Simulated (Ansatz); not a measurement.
Isolated molecules relaxed with PBE0-D4/def2-TZVP in Ansatz; ΔE leaves out vibrations. CCSD(T)/CBS adds triple-zeta CCSD(T) − MP2 to the extrapolated MP2 energy (def2 sets, frozen cores). Functionals use def2-TZVPP. def2 core potentials past Kr. For Ge, Sn outer-core shells are correlated without core-valence functions, which leaves a few kJ/mol of doubt a bond. Scalar relativity is left out up to krypton. Each species was taken in one conformer, which may not be the lowest.

Consider the ligand exchange at the Si–O bond: `[F][Sn][O][SiH3]` + `[OH][GeH2][SiH3]` → `[SiH3][O][GeH2][SiH3]` + `[OH][Sn][F]`.

`[F][Sn][O][SiH3]`:

Cartesian coordinates in Å:
```
F -0.923 1.942 -1.497
Sn -0.450 2.422 0.327
O 0.128 0.621 0.846
Si 0.273 -0.887 0.218
H -1.048 -1.416 -0.215
H 1.197 -0.897 -0.948
H 0.824 -1.786 1.268
```

`[OH][GeH2][SiH3]`:

Z-matrix (Å, degrees):
```
Ge
Si 1 2.389
O 1 1.791 2 109.9
H 1 1.536 2 113.0 3 115.2
H 1 1.546 2 111.3 3 -121.0
H 2 1.488 1 110.2 3 177.8
H 2 1.488 1 109.3 3 58.3
H 2 1.486 1 110.4 3 -61.5
H 3 0.960 1 112.4 2 -65.1
```

`[SiH3][O][GeH2][SiH3]`:

Z-matrix (Å, degrees):
```
Si
O 1 1.634
H 1 1.490 2 111.1
H 1 1.484 2 108.2 3 119.9
H 1 1.490 2 111.1 3 -120.1
Ge 2 1.786 1 133.3 3 60.1
Si 6 2.380 2 105.4 1 179.6
H 6 1.543 2 107.5 1 -58.9
H 6 1.543 2 107.5 1 58.1
H 7 1.485 6 109.6 2 -60.2
H 7 1.487 6 109.1 2 -179.9
H 7 1.485 6 109.6 2 60.3
```

`[OH][Sn][F]`:

Z-matrix (Å, degrees):
```
O
Sn 1 1.969
H 1 0.961 2 116.2
F 2 1.934 1 93.3 3 180.0
```

(1) Is it downhill or uphill in electronic energy at CCSD(T)/CBS, and by how much? (Estimate.)

(2) What do these levels give: PBE0-D4, PBE, r2SCAN, PBE0, HF/def2-TZVPP, MP2/def2-TZVPP, SCS-MP2/def2-TZVPP, CCSD/def2-TZVPP, CCSD(T)/def2-TZVPP, HF/def2-QZVPP, HF/CBS(def2), CCSD/CBS(def2)? (Best estimate.)

Largest T1 diagnostic among the species: 0.018.

Answers

(1) Ansatz gave: Uphill: ΔE = +8.1 kJ/mol.

(2) Computed: PBE0-D4 9.3, PBE 9.1, r2SCAN 8.7, PBE0 9.5, HF/def2-TZVPP 10.5, MP2/def2-TZVPP 9.4, SCS-MP2/def2-TZVPP 9.6, CCSD/def2-TZVPP 9.4, CCSD(T)/def2-TZVPP 9.0, HF/def2-QZVPP 9.9, HF/CBS(def2) 9.8, CCSD/CBS(def2) 8.5 kJ/mol.
